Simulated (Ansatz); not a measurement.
A geometry relaxed with PBE-D3(BJ)/def2-SVP (Ansatz, a first-principles code), charge 0, multiplicity 1:

```xyz
22

C     -0.7142     0.2528    -0.0020
H      4.3775    -0.1622     0.3550
B      3.4955    -0.9919     0.2289
C     -2.7365    -1.6174    -0.2897
H     -0.9447     3.4876    -1.0218
C      2.0167    -0.5565     0.1475
C     -0.3683    -1.1450    -0.0759
H      1.2661    -2.5835    -0.0545
C      0.3090     1.2464     0.1465
C     -2.9673    -0.2146    -0.2063
H      3.7851    -2.1733     0.1668
H     -3.5856    -2.3071    -0.4039
H      1.0115     3.8796     0.3857
Si    -0.2424     3.0564     0.2339
N     -2.0067     0.6875    -0.0687
C      1.0008    -1.5149     0.0018
H     -4.0018     0.1716    -0.2571
C      1.6331     0.8292     0.2172
H     -1.2031    -3.1561    -0.2838
H      2.4344     1.5777     0.3314
H     -1.1266     3.3141     1.4205
C     -1.4326    -2.0803    -0.2239
```

Write the SMILES of this molecule.

`Bc1cc([SiH3])c2ncccc2c1`
